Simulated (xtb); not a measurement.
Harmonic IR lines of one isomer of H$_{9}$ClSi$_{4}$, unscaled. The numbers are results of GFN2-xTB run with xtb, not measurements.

| wavenumber (cm⁻¹) | relative intensity |
|---|---|
| 393 | 3.1 |
| 448 | 5.4 |
| 590 | 48 |
| 597 | 54 |
| 677 | 32 |
| 761 | 100 |
| 789 | 36 |
| 806 | 5.9 |
| 816 | 47 |
| 828 | 32 |
| 2045 | 24 |
| 2209 | 14 |
| 2225 | 20 |
| 2235 | 94 |
| 2243 | 21 |
| 2248 | 54 |
| 2255 | 32 |

### Question
Say which structure gives these lines.
A) `[SiH3][SiH2][Si@@H]([SiH3])Cl`
B) `[SiH3][SiH]([SiH3])[SiH2]Cl`
C) `[SiH3][Si]([SiH3])([SiH3])Cl`

### Answer
B, `[SiH3][SiH]([SiH3])[SiH2]Cl`
